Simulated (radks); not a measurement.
The numbers below are computed, except where a source is named.
Problem. These are the eigenvalues of the occupied orbitals of an atom or ion with whole-number occupations (eV). Level of theory: scalar-relativistic Kohn-Sham, PBE, spin-polarised, spherical densities, point nucleus (a radial shooting solver on a logarithmic mesh with Libxc functionals).

orbital  eigenvalue
1s up     -683.1569
1s down   -681.5452
2s up      -47.6859
2s down    -43.7367
2p up      -28.6257
2p down    -24.6808
5d up       -0.4506

Which element is it, and in what charge state? The configuration may be excited. Open shells, if any, are filled with parallel spins first.

Solution. Z = 9, fluorine, charge 0: F in [He] 2s2 2p4 5d1. The list shows which subshells hold electrons but not how many an open one holds; the 1s level, -25.106 hartree, gives Z - s = 7.1 by -(Z - s)^2/2, which with screening and relativity narrows Z to a few neighbours, and the depths of the outer levels then fix element, charge and occupations together.
